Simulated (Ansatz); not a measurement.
`O[PH][InH2]` at its PBE0-D4/def2-TZVP geometry, where that method's forces vanish. Charge 0, multiplicity 1. In takes the def2 core potential.

```xyz
7

O    -0.8571    1.6347    0.1524
P    -0.6058    0.2139    0.9935
In    0.5858   -1.1511   -0.7325
H    -1.6319    2.0759    0.5092
H     0.6140    0.5336    1.6674
H     0.4300   -0.7731   -2.4063
H     1.4650   -2.5339   -0.1837
```

Problem. What forces (eV/Å) does PBE-D4/def2-TZVPP give on these atoms in Ansatz 0.2.0? (Estimate.)

Solution. Computed: 
```
O1   0.276  0.281 -0.450
P2  -0.206 -0.420  0.264
In3  0.055  0.011  0.016
H4  -0.382  0.204  0.171
H5   0.219  0.024  0.103
H6  -0.024  0.025 -0.144
H7   0.062 -0.125  0.039
```
